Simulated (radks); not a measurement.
All-electron atom: Au I in [Xe] 4f13.5 5d10 6s1.5 (fractional occupations, a model configuration). All-electron calculation, scalar-relativistic Kohn-Sham, LDA (Slater exchange, Perdew-Wang correlation), spin-polarised, spherical densities, point nucleus; open shells are filled with parallel spins first (spin-orbit coupling, left out, can overturn this in heavy ions). Program: a radial shooting solver on a logarithmic mesh with Libxc functionals.

X-ray form factor f0, the Fourier transform of the density (f0(0) = 79):

sin(theta)/lambda (1/angstrom)  f0 (electrons)
0.05                                    77.916
0.1                                     75.053
0.15                                    71.218
0.2                                     67.081
0.25                                    63.015
0.3                                     59.185
0.4                                     52.408
0.5                                     46.765
0.6                                     42.043
0.8                                     34.461
1                                       28.485
1.25                                    22.807
1.5                                     18.936
2                                       14.705
